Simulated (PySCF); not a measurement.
GeH5Si, SMILES [SiH2][GeH3], multiplicity 2.

Coordinates come from a B3LYP-D3(BJ)/def2-TZVP optimisation. The isomer is the one that the SMILES or the coordinates give; other isomers of the formula were not compared.

Two levels are set side by side: PBE/def2-TZVPD (PySCF) and r2SCAN/def2-TZVPD (PySCF). Same geometry, gas phase. Differences are taken from unrounded values.

```csv
quantity,r2SCAN,PBE,PBE minus r2SCAN
α-spin orbital gap (eV),5.22,4.40,-0.82
β-spin orbital gap (eV),4.43,3.70,-0.73
mean polarisability (bohr³),69.5,71.9,2.4
```

Rough cost on one machine, each run with all the roots and properties that it gave: r2SCAN against PBE about 2 times.
